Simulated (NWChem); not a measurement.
System: C$_{5}$H$_{5}$N; SMILES N#CCC=C=C

```xyz
11

C      0.5070    -2.7714     0.2261
C      0.0615    -1.6095    -0.1734
C     -0.3875    -0.4453    -0.5713
C     -0.7503     0.6793     0.3698
C      0.0118     1.8991     0.1095
N      0.6134     2.8628    -0.1102
H     -0.1776    -3.5951     0.4548
H      1.5805    -2.9572     0.3396
H     -0.5147    -0.2579    -1.6445
H     -1.8219     0.9268     0.2740
H     -0.5838     0.3760     1.4147
```
Atoms are numbered in this order, from 1.

Computed with NWChem. Pople sets run with spherical d functions. Coordinates come from a PBE0/def2-SVP optimisation. B3LYP is NWChem's, with the RPA form of VWN correlation. Atomic charges in e: unrestrained fits to the electrostatic potential beside Mulliken populations; buried atoms are poorly determined by the fit.

For level Hartree-Fock/6-31G*:

```yaml
Mulliken C1: -0.51
Mulliken C4: -0.42
Mulliken C5: 0.27
```

### Question
What are these values for level B3LYP/def2-SVP?

### Answer
Mulliken C1: -0.19
Mulliken C4: 0.16
Mulliken C5: -0.28
